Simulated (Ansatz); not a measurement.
# Molecular dynamics of CH₄BrFSSi

input.yaml

```yaml
crystal:
  periodic: [false, false, false]
  atoms:
    - { symbol: F, position_ang: [0.818221, -0.415723, 2.027596] }
    - { symbol: Si, position_ang: [1.153638, -0.009356, 0.478115] }
    - { symbol: Br, position_ang: [2.831719, -1.344231, -0.163051] }
    - { symbol: C, position_ang: [-0.221485, -0.212657, -0.664918] }
    - { symbol: S, position_ang: [-1.588905, 0.9989, -0.717841] }
    - { symbol: H, position_ang: [1.606489, 1.402634, 0.574878] }
    - { symbol: H, position_ang: [-1.883519, -0.390738, -0.704536] }
    - { symbol: H, position_ang: [-0.389005, -1.040819, -1.354841] }
    - { symbol: H, position_ang: [-2.238753, 0.965789, 0.507397] }
basis:
  gaussian: { orbitals: def2-SVP }
hamiltonian:
  xc: b3lyp
md:
  timestep: 0.5
  n_steps: 200
  ensemble: nve
  temperature: 300.0
  initial_velocities: maxwell_boltzmann
  seed: 7111
```

Run as:

```bash
$ ansatz run input.yaml --threads 2 --pin off --max-ram 3072MiB --backend cpu --events-out ev --progress --plain --runs-dir out
```

It starts at the highest image of a converged band. Of that band: Neighbouring images differ by up to 2.3 eV, so the band resolves the path poorly. A vibrational analysis at the climbing image gives one clearly imaginary mode, 1146i cm⁻¹: a first-order saddle point.

Output, in part (one step line in 7, the closing report, with atoms numbered from 0):

```
md step     0: t =     0.00 fs  T =   300.0 K  F+E_penalty+E_count = -92562.13040224 eV  E_kin = 0.271446 eV  conserved = -92561.85895625 eV  (28 SCF iters)
md step     7: t =     3.50 fs  T =   200.5 K  F+E_penalty+E_count = -92562.03917201 eV  E_kin = 0.181389 eV  conserved = -92561.85778329 eV  (28 SCF iters)
md step    14: t =     7.00 fs  T =   317.2 K  F+E_penalty+E_count = -92562.14464357 eV  E_kin = 0.286965 eV  conserved = -92561.85767827 eV  (30 SCF iters)
md step    21: t =    10.50 fs  T =  1052.6 K  F+E_penalty+E_count = -92562.80871285 eV  E_kin = 0.952396 eV  conserved = -92561.85631700 eV  (27 SCF iters)
md step    28: t =    14.00 fs  T =  3079.9 K  F+E_penalty+E_count = -92564.64654948 eV  E_kin = 2.786725 eV  conserved = -92561.85982399 eV  (28 SCF iters)
md step    35: t =    17.50 fs  T =  3467.7 K  F+E_penalty+E_count = -92565.00116174 eV  E_kin = 3.137652 eV  conserved = -92561.86350966 eV  (30 SCF iters)
md step    42: t =    21.00 fs  T =  1387.6 K  F+E_penalty+E_count = -92563.11274765 eV  E_kin = 1.255536 eV  conserved = -92561.85721153 eV  (30 SCF iters)
md step    49: t =    24.50 fs  T =  1215.1 K  F+E_penalty+E_count = -92562.95591126 eV  E_kin = 1.099420 eV  conserved = -92561.85649164 eV  (31 SCF iters)
md step    56: t =    28.00 fs  T =  2441.6 K  F+E_penalty+E_count = -92564.07896862 eV  E_kin = 2.209199 eV  conserved = -92561.86976996 eV  (31 SCF iters)
md step    63: t =    31.50 fs  T =  2939.1 K  F+E_penalty+E_count = -92564.52935941 eV  E_kin = 2.659343 eV  conserved = -92561.87001672 eV  (27 SCF iters)
md step    70: t =    35.00 fs  T =  1140.5 K  F+E_penalty+E_count = -92562.88823885 eV  E_kin = 1.031918 eV  conserved = -92561.85632066 eV  (27 SCF iters)
md step    77: t =    38.50 fs  T =  1852.1 K  F+E_penalty+E_count = -92563.53348641 eV  E_kin = 1.675831 eV  conserved = -92561.85765560 eV  (27 SCF iters)
md step    84: t =    42.00 fs  T =  1747.6 K  F+E_penalty+E_count = -92563.43047225 eV  E_kin = 1.581227 eV  conserved = -92561.84924536 eV  (27 SCF iters)
md step    91: t =    45.50 fs  T =  2216.0 K  F+E_penalty+E_count = -92563.86526036 eV  E_kin = 2.005039 eV  conserved = -92561.86022171 eV  (27 SCF iters)
md step    98: t =    49.00 fs  T =  1598.8 K  F+E_penalty+E_count = -92563.30385156 eV  E_kin = 1.446613 eV  conserved = -92561.85723882 eV  (26 SCF iters)
md step   105: t =    52.50 fs  T =  3234.2 K  F+E_penalty+E_count = -92564.78946957 eV  E_kin = 2.926353 eV  conserved = -92561.86311680 eV  (26 SCF iters)
md step   112: t =    56.00 fs  T =  1933.1 K  F+E_penalty+E_count = -92563.59735894 eV  E_kin = 1.749097 eV  conserved = -92561.84826178 eV  (27 SCF iters)
md step   119: t =    59.50 fs  T =  1208.2 K  F+E_penalty+E_count = -92562.95161233 eV  E_kin = 1.093221 eV  conserved = -92561.85839134 eV  (30 SCF iters)
md step   126: t =    63.00 fs  T =  1129.5 K  F+E_penalty+E_count = -92562.87957517 eV  E_kin = 1.021973 eV  conserved = -92561.85760193 eV  (30 SCF iters)
md step   133: t =    66.50 fs  T =  2701.9 K  F+E_penalty+E_count = -92564.30521176 eV  E_kin = 2.444752 eV  conserved = -92561.86046026 eV  (30 SCF iters)
md step   140: t =    70.00 fs  T =  3207.8 K  F+E_penalty+E_count = -92564.76186986 eV  E_kin = 2.902475 eV  conserved = -92561.85939481 eV  (27 SCF iters)
md step   147: t =    73.50 fs  T =  2057.9 K  F+E_penalty+E_count = -92563.72119648 eV  E_kin = 1.862038 eV  conserved = -92561.85915850 eV  (30 SCF iters)
md step   154: t =    77.00 fs  T =  1367.5 K  F+E_penalty+E_count = -92563.09456232 eV  E_kin = 1.237367 eV  conserved = -92561.85719549 eV  (31 SCF iters)
md step   161: t =    80.50 fs  T =  1912.5 K  F+E_penalty+E_count = -92563.59203856 eV  E_kin = 1.730432 eV  conserved = -92561.86160609 eV  (27 SCF iters)
md step   168: t =    84.00 fs  T =  2283.6 K  F+E_penalty+E_count = -92563.93049609 eV  E_kin = 2.066280 eV  conserved = -92561.86421568 eV  (27 SCF iters)
md step   175: t =    87.50 fs  T =  1579.5 K  F+E_penalty+E_count = -92563.28716206 eV  E_kin = 1.429163 eV  conserved = -92561.85799949 eV  (27 SCF iters)
md step   182: t =    91.00 fs  T =  2088.4 K  F+E_penalty+E_count = -92563.75156902 eV  E_kin = 1.889590 eV  conserved = -92561.86197880 eV  (32 SCF iters)
md step   189: t =    94.50 fs  T =  1620.4 K  F+E_penalty+E_count = -92563.32050837 eV  E_kin = 1.466163 eV  conserved = -92561.85434517 eV  (32 SCF iters)
md step   196: t =    98.00 fs  T =  2098.7 K  F+E_penalty+E_count = -92563.75837872 eV  E_kin = 1.898927 eV  conserved = -92561.85945135 eV  (31 SCF iters)
md step   200: t =   100.00 fs  T =  2412.3 K  F+E_penalty+E_count = -92564.04179466 eV  E_kin = 2.182701 eV  conserved = -92561.85909354 eV  (27 SCF iters)
Total energy: -92564.04203977 eV, -3401.6658028005 hartree
Atom 0 at     0.536868    -0.245202     1.753264 Å, force     0.874648    -0.046286    -1.754323 eV/Å
Atom 1 at     1.185852    -0.029150     0.181860 Å, force    -2.074885     2.294074     1.504994 eV/Å
Atom 2 at     2.862530    -1.361839    -0.077504 Å, force     0.769232    -0.620342    -0.120981 eV/Å
Atom 3 at    -0.303846    -0.381831    -0.927388 Å, force     1.718676    -0.562196    -0.424815 eV/Å
Atom 4 at    -1.580310     1.044362    -0.388256 Å, force     1.017181    -2.639517     0.095091 eV/Å
Atom 5 at     1.451355     1.459278     0.112971 Å, force     0.527380    -0.612472     0.112676 eV/Å
Atom 6 at    -0.178697    -1.619917    -0.583414 Å, force    -2.086078     2.940063    -1.593621 eV/Å
Atom 7 at    -0.122262    -0.062998    -2.036840 Å, force    -0.100297    -1.450270     1.707858 eV/Å
Atom 8 at    -1.384245     0.463740     0.818602 Å, force    -0.645857     0.696947     0.473122 eV/Å
Dipole moment:     0.123429    -0.071909    -0.270955 e Å
```

The run went to its last step. The conserved energy stayed within 3.3 meV per atom of its start (net change -0.015 meV per atom), so there is no drift, though single steps change it by up to 32 meV in the whole system, a sign of fast motions only just resolved. The system heated up, since it started high on the potential surface and ran downhill. A run of 0.1 ps of so small a system gives no equilibrium averages. The orbitals stay closed-shell, which can raise the energy where a bond breaks towards radicals; this wasn't checked here.

The step under study would form S5–H7 and break C4–H7. These pairs go: S5–H7 1.42 → 3.02 Å, C4–H7 1.67 → 1.29 Å. In the last frame they stand as before the step (other bonds may differ from the relaxed reactants and products). These pairs come and go: their bonding changes 12 times, last at 90 of 100 fs, so the outcome isn't settled. It ends as one piece, CH4BrFSSi. Pairs count as bonded within 1.25 times the sum of covalent radii (0.12 Å more for H–H).

Last frame:

```xyz
9
Properties=species:S:1:pos:R:3
F 0.537 -0.245 1.753
Si 1.186 -0.029 0.182
Br 2.862 -1.362 -0.077
C -0.304 -0.382 -0.927
S -1.580 1.044 -0.388
H 1.451 1.459 0.113
H -0.179 -1.620 -0.583
H -0.122 -0.063 -2.037
H -1.384 0.464 0.819
```

The run took 14 min on 2 threads of Intel(R) Xeon(R) Platinum 8375C CPU @ 2.90GHz (Ice Lake) (shared host), peak memory 0.32 GiB.
